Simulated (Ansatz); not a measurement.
Gas-phase electronic energies from Ansatz, PBE0-D4/def2-TZVP geometries. CBS: MP2 limit from def2 TZ/QZ plus the TZ coupled-cluster correction, frozen cores. Elements past krypton have def2 core potentials. For Sn outer-core shells are correlated without core-valence functions, which leaves a few kJ/mol of doubt a bond. Each species was taken in one conformer, which may not be the lowest.

`C[O][SnH2][S]C` → `C[O][SnH]([CH3])[SH]`  (isomerisation)

| level | ΔE (kJ/mol) |
| --- | --- |
| CCSD/def2-TZVPP | -60.5 |
| SCS-MP2/def2-QZVPP | -60.7 |

(1) What does CCSD(T)/CBS give? (An estimate is asked.)

Largest T1 diagnostic among the species: 0.013.

Results:

(1) Computed: -61.5 kJ/mol. The listed levels differ from it by 1.0, 0.8 kJ/mol.

In def2-TZVPP, CCSD(T) changes the Hartree–Fock value by −8.0 kJ/mol (the triples alone add −0.3 kJ/mol) and MP2 by −11.2 kJ/mol.
